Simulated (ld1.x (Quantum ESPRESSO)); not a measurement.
**Which change was made? (Pm, TM semilocal)**

| Item | Value |
| --- | --- |
| Element | Pm |
| Generator | ld1.x (Quantum ESPRESSO) 7.5 |
| Type | norm-conserving Troullier–Martins (semilocal form) |
| Functional | LDA (PZ) |
| Relativity | scalar-relativistic |
| Frozen core | [Kr] 4d10 4f4 |
| Valence charge | 11 |
| Reference configuration | 5s2 5p6 5d1 6s1.75 6p0 (charge +0.25) |
| Partial waves | 5s (bound): rc 1.80 bohr; 5p (bound): rc 2.75 bohr; 5d (bound): rc 3.75 bohr |
| Local potential | the d channel |
| Core correction | none |

Occupied shells without a wave of their own: 6s. They enter only through the test configuration that unscreens the potential.

Cutoffs, loose and tight: the cutoffs (Ry, on a coarse ladder) from which the occupation-weighted sum of valence levels, in a spherical-Bessel basis at the reference potential, stays within 10 and 1 mRy of its value at 400 Ry. They do not see the model core or the augmentation charge, which bear on the density cutoff. Test errors are all-electron minus pseudo excitation energies from the reference, over the configurations 5s2 5p6 5d1 6s2 6p0; 5s2 5p6 5d1 6s1 6p0; 5s2 5p6 5d1 6s0 6p0; 5s2 5p6 5d1 6s0 6p2; 5s2 5p6 5d0 6s0 6p0; 5s2 5p6 5d0 6s2 6p0; 5s1 5p6 5d1 6s2 6p0; variants that change the core or the reference have their own tests. The largest error is taken over the tests solved by every variant that gives reliable tests at all, those not shown here included: 5s2 5p6 5d0 6s0 6p0; 5s2 5p6 5d0 6s2 6p0; 5s2 5p6 5d1 6s0 6p0; 5s2 5p6 5d1 6s1 6p0; 5s2 5p6 5d1 6s2 6p0.

The base gives: outcome: generated, misses its reference levels by 0.22 eV; bound ghosts: not determined; largest test error (meV): -894.

Question: After one change the result is: outcome: generated, misses its reference levels by 0.58 eV; bound ghosts: not determined; largest test error (meV): -2336. Which change was it?
A. wave 5s (bound): rc 1.80 bohr becomes 5s (bound): rc 2.60 bohr
B. wave 5s (bound): rc 1.80 bohr becomes 5s (bound): rc 2.32 bohr
C. wave 5s (bound): rc 1.80 bohr becomes 5s (bound): rc 1.44 bohr
D. wave 5s (bound): rc 1.80 bohr becomes 5s (bound): rc 2.04 bohr

Answer: D. The others give: wave 5s (bound): rc 1.80 bohr becomes 5s (bound): rc 1.44 bohr → outcome: generated; bound ghosts: not determined; largest test error (meV): -201 | wave 5s (bound): rc 1.80 bohr becomes 5s (bound): rc 2.60 bohr → outcome: generated, misses its reference levels by 1.99 eV; bound ghosts: not determined; largest test error (meV): -7266 | wave 5s (bound): rc 1.80 bohr becomes 5s (bound): rc 2.32 bohr → outcome: generated, misses its reference levels by 1.31 eV; bound ghosts: not determined; largest test error (meV): no test is counted, since the test run did not reproduce the reference configuration.
